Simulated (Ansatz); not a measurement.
Geometry optimisation, RKS PBE0-D4/def2-SVP (Ansatz).

input.yaml

```yaml
crystal:
  periodic: [false, false, false]
  atoms:
    - { symbol: Sn, position_ang: [-0.141618, -0.14145, 0.119435] }
    - { symbol: C, position_ang: [-0.089186, -0.057164, 2.269152] }
    - { symbol: H, position_ang: [-0.730156, -0.845315, 2.689943] }
    - { symbol: H, position_ang: [0.935288, -0.210356, 2.633856] }
    - { symbol: H, position_ang: [-0.459507, 0.914795, 2.62208] }
    - { symbol: H, position_ang: [1.431781, -0.383713, -0.516504] }
    - { symbol: H, position_ang: [-0.785087, 1.31331, -0.520286] }
    - { symbol: H, position_ang: [-1.139209, -1.447726, -0.38211] }
    - { symbol: H, position_ang: [1.576996, 2.040244, 1.099468] }
    - { symbol: H, position_ang: [1.310597, 1.694875, 1.670166] }
basis:
  gaussian: { orbitals: def2-SVP }
hamiltonian:
  xc: pbe0
  dispersion: d4
relax:
  f_tol: 0.03
  max_steps: 50
output:
  orbitals: {}
```

Command:

```bash
$ ansatz run input.yaml --threads 1 --pin off --max-ram 2048MiB --backend cpu --events-out ev --progress --plain --runs-dir out
```

Problem. Where does it end, and by what steps?

Solution. The run converged. The force dipped under the threshold on the way, but the program's further checks kept it going. After 8 steps the energy has fallen by 0.164 eV; H10 moved furthest, 0.79 Å.

```json
{"step": "0", "energy less start (eV)": "0.0000", "largest force component (eV/Å)": "1.333", "accepted": "yes"}
{"step": "1", "energy less start (eV)": "-0.1157", "largest force component (eV/Å)": "0.114", "accepted": "yes"}
{"step": "2", "energy less start (eV)": "-0.1493", "largest force component (eV/Å)": "0.056", "accepted": "yes"}
{"step": "3", "energy less start (eV)": "-0.1583", "largest force component (eV/Å)": "0.158", "accepted": "yes"}
{"step": "4", "energy less start (eV)": "-0.1622", "largest force component (eV/Å)": "0.084", "accepted": "yes"}
{"step": "5", "energy less start (eV)": "-0.1638", "largest force component (eV/Å)": "0.009", "accepted": "yes"}
{"step": "6", "energy less start (eV)": "-0.1639", "largest force component (eV/Å)": "0.141", "accepted": "yes"}
{"step": "7", "energy less start (eV)": "-0.1643", "largest force component (eV/Å)": "0.030", "accepted": "yes"}
{"step": "8", "energy less start (eV)": "-0.1644", "largest force component (eV/Å)": "0.011", "accepted": "yes"}
```

```xyz
10
Properties=species:S:1:pos:R:3
Sn -0.236 -0.262 0.121
C -0.209 -0.216 2.277
H -0.891 -0.978 2.679
H 0.806 -0.417 2.645
H -0.529 0.772 2.635
H 1.353 -0.470 -0.491
H -0.875 1.204 -0.499
H -1.211 -1.563 -0.430
H 1.931 2.474 1.010
H 1.771 2.334 1.740
```

Whether the end is a true minimum wasn't checked by a vibrational analysis.

Run time: 33 s on 1 thread of Arm Neoverse V1 (shared host), peak memory 0.15 GiB.
